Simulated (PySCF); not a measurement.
# Cd⁺ (cadmium, charge +1) across methods

[Kr] 4d10 5s1, 2S determinant. All numbers are calculated (PySCF 2.14, a scalar-relativistic core potential, in aug-cc-pVTZ-PP with one added diffuse shell each of s, p, d, f, g type with ECP28MDF (7s7p6d4f3g, 113 functions)).

| method | E (hartree) | mean ε 4d α (eV) | mean ε 4d β (eV) | mean ε 5s α (eV) | Σ⟨r²⟩ (bohr²) | ⟨S²⟩ |
| --- | --- | --- | --- | --- | --- | --- |
| r2SCAN | -167.4604 | -20.832 | -20.548 | -13.803 | 35.58 | 0.752 |
| UHF | -166.56892 | -28.218 | -28.061 | -15.694 | 36.03 | 0.751 |
| wB97M-V | -167.3450 | -25.148 | -24.944 | -16.106 | 35.77 | 0.750 |
| PBE0 | -167.4054 | -22.629 | -22.392 | -14.248 | 35.72 | 0.751 |
| PBE | -167.4090 | -20.457 | -20.198 | -13.547 | 35.83 | 0.751 |
| MN15 | -167.0591 | -23.488 | -23.275 | -15.010 | 36.05 | 0.751 |
| LDA | -167.1016 | -20.669 | -20.433 | -13.888 | 35.85 | 0.751 |
| CAM-B3LYP | -167.3758 | -24.090 | -23.894 | -15.583 | 35.82 | 0.750 |

Energies and moments cover only the electrons outside the core potential.
